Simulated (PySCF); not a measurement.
Species: C7H9OPS.
SMILES with atom numbers: `[CH:1]#[C:2][P@:3](=[S:4])([C:5]([CH3:6])=[O:7])[CH:8]1[CH2:9][CH2:10]1`

Structure used (GFN2-xTB), in Å, numbered top down from 1:
```
atom  x, y, z in Å
C1     1.279    2.689    0.915
C2     0.835    1.607    0.630
P3     0.243   -0.049    0.424
S4     0.346   -1.143    2.023
C5     1.305   -0.716   -0.989
C6     2.753   -0.810   -0.648
O7     0.774   -1.094   -1.994
C8    -1.393    0.158   -0.344
C9    -2.567    0.291    0.586
C10   -2.367   -0.975   -0.172
H11    1.648    3.652    1.121
H12    2.858   -1.491    0.198
H13    3.109    0.169   -0.324
H14    3.336   -1.174   -1.491
H15   -1.386    0.709   -1.276
H16   -3.366    0.958    0.300
H17   -2.366    0.275    1.649
H18   -2.033   -1.841    0.384
H19   -3.019   -1.205   -1.000
```

Definitions: NICS(0) = −σiso at the ring centroid; NICS(1) = −σiso and NICS(1)zz = −σzz at ±1 Å along the ring normal z. Level: GIAO PBE0/pcSseg-1 (PySCF, non-relativistic, gas phase) on the GFN2-xTB geometry, one conformer.

Ring bond lengths (Å), with Mayer bond orders in brackets: C8–C9 1.503 (0.93), C9–C10 1.489 (0.98), C10–C8 1.503 (0.93).

Q: Give the NICS values of each ring in ppm.

A: 
```json
{"ring": "C8–C9–C10", "type": "3-membered carbocycle; formal bonds all single", "NICS(0)": "-45.4", "NICS(1), two faces": "-8.6 / -11.2", "NICS(1)zz, two faces": "-24.3 / -28.0", "rms pucker (Å)": "0.00", "centre to ring atoms, mean (Å)": "0.87"}
```

Q: What can be read from them?

A: 
- C8–C9–C10: mean NICS(1)zz -26.1 ppm, shielded. C8, C9, C10 have four or more neighbours; no verdict on aromaticity is drawn. The two faces differ by 3.7 ppm, so no symmetry operation interchanges them. NICS(0) lies 35 ppm below the mean NICS(1).

Q: At the second NICS(1) probe listed for ring C8–C9–C10, 1 Å off the ring, how large is the induced field along the normal in 1 T applied along it?

A: NICSzz × B0 = -28.0 ppm × 1 T = -28 μT, against the applied field.

Q: What are the shieldings of the ring atoms and their hydrogens in the same run (means over atoms taken as equivalent)?

A: 
```csv
atoms,environment,σ isotropic (ppm)
C8,sp3 carbon bound to phosphorus,174.6
C9,three-membered-ring carbon,184.7
C10,three-membered-ring carbon,183.3
H15,methine hydrogen,30.49
H16,methylene hydrogen,31.00
H17,methylene hydrogen,30.80
H18,methylene hydrogen,30.74
H19,methylene hydrogen,30.95
```
